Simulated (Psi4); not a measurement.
F$_{3}$Sb (SMILES [F][Sb]([F])[F]), singlet, at a GFN2-xTB geometry (core potentials on Sb), with bond 3-1 at 1.6 times its length; HF/def2-SVP (Psi4).

The Psi4 input:
```
memory 2 GB

molecule mol {
0 1
Sb    0.001796   -0.002684    0.402632
F    -1.261065   -0.927082   -0.761131
F    -0.291956    2.498064   -1.440565
F     1.432688   -0.617995   -0.771085
}

set {
  basis def2-svp
  reference rhf
  guess modhuckel
}

energy('scf')
print_variables()
```

Question: Write the output that Psi4 gives for this input, abridged.

Answer: 
```
   => Loading Basis Set <=

    Name: DEF2-SVP
    Role: ORBITAL
    Keyword: BASIS

    !!!  WARNING: ECP capability is in beta. Please check occupations closely.  !!!

         ---------------------------------------------------------
                                   SCF
               by Justin Turney, Rob Parrish, Andy Simmonett
                          and Daniel G. A. Smith
                              RHF Reference
         ---------------------------------------------------------

  ==> Geometry <==

    Molecular point group: c1
    Full point group: C1

    Geometry (in Angstrom), charge = 0, multiplicity = 1:

       Center              X                  Y                   Z               Mass
    ------------   -----------------  -----------------  -----------------  -----------------
         SB           0.013426146046    -0.102632415987     0.446467813452   120.903812000000
         F           -1.249434853954    -1.027030415987    -0.717295186548    18.998403162730
         F           -0.280325853954     2.398115584013    -1.396729186548    18.998403162730
         F            1.444318146046    -0.717943415987    -0.727249186548    18.998403162730

  Running in c1 symmetry.

  Rotational constants: A =      0.13342  B =      0.07583  C =      0.07154 [cm^-1]
  Rotational constants: A =   3999.85027  B =   2273.22749  C =   2144.67663 [MHz]
  Nuclear repulsion =  186.898957450756882

  Charge       = 0
  Multiplicity = 1
  Electrons    = 50
  Nalpha       = 25
  Nbeta        = 25

  ==> Algorithm <==

  SCF Algorithm Type is DF.
  DIIS enabled.
  MOM disabled.
  Fractional occupation disabled.
  Guess Type is MODHUCKEL.
  Energy threshold   = 1.00e-06
  Density threshold  = 1.00e-06
  Integral threshold = 1.00e-12

  ==> Primary Basis <==

  Basis Set: DEF2-SVP
    Blend: DEF2-SVP
    Number of shells: 28
    Number of basis functions: 68
    Number of Cartesian functions: 73
    Spherical Harmonics?: true
    Max angular momentum: 2

  Core potential: DEF2-SVP
    Number of shells: 4
    Number of ECP primitives: 18
    Number of ECP core electrons: 28
    Max angular momentum: 3

   => Loading Basis Set <=

    Name: (DEF2-SVP AUX)
    Role: JKFIT
    Keyword: DF_BASIS_SCF

  ==> Integral Setup <==

  SCF_SUBTYPE=INCORE selected. In-core MEM_DF algorithm will be used.
  Using in-core AOs.

  ==> MemDFJK: Density-Fitted J/K Matrices <==

    J tasked:                   Yes
    K tasked:                   Yes
[...]
   @DF-RHF iter   4:  -537.19937586179014   -9.98808e-02   9.40957e-04 DIIS/ADIIS
   @DF-RHF iter   5:  -537.20289338278758   -3.51752e-03   5.27681e-04 DIIS/ADIIS
   @DF-RHF iter   6:  -537.20369069533740   -7.97313e-04   2.19460e-04 DIIS/ADIIS
   @DF-RHF iter   7:  -537.20391953532089   -2.28840e-04   6.06130e-05 DIIS
   @DF-RHF iter   8:  -537.20394592514799   -2.63898e-05   1.54373e-05 DIIS
   @DF-RHF iter   9:  -537.20394711686981   -1.19172e-06   3.69079e-06 DIIS
   @DF-RHF iter  10:  -537.20394723344111   -1.16571e-07   1.75184e-06 DIIS
   @DF-RHF iter  11:  -537.20394726487700   -3.14359e-08   1.11512e-06 DIIS
   @DF-RHF iter  12:  -537.20394728991278   -2.50358e-08   6.02768e-07 DIIS
  Energy and wave function converged.

  ==> Post-Iterations <==

    Orbital Energies [Eh]
    ---------------------

    Doubly Occupied:

[...]
      25A     -0.384151

    Virtual:

[...]
      68A     54.795161

    Final Occupation by Irrep:
              A
    DOCC [    25 ]
    NA   [    25 ]
    NB   [    25 ]

  @DF-RHF Final Energy:  -537.20394728991278

   => Energetics <=

    Nuclear Repulsion Energy =            186.8989574507568818
    One-Electron Energy =               -1209.3476209912505510
    Two-Electron Energy =                 485.2447162505809501
    Total Energy =                       -537.2039472899127759

Computation Completed

Properties will be evaluated at   0.000000,   0.000000,   0.000000 [a0]

Properties computed using the SCF density matrix

 Multipole Moments:

 ------------------------------------------------------------------------------------
     Multipole            Electronic (a.u.)      Nuclear  (a.u.)        Total (a.u.)
 ------------------------------------------------------------------------------------

 L = 1.  Multiply by 2.5417464519 to convert [e a0] to [Debye]
 Dipole X            :          1.1056440           -0.8696174            0.2360267
 Dipole Y            :         -8.5878100            6.6475467           -1.9402633
 Dipole Z            :         32.5418036          -28.9179164            3.6238872
 Magnitude           :                                                    4.1173886

 ------------------------------------------------------------------------------------

  Variable Map:
  ----------------------------------------------------------------------------
[...]
  Array Variable Map:
  ----------------------------------------------------------------------------
[...]
[...]
```
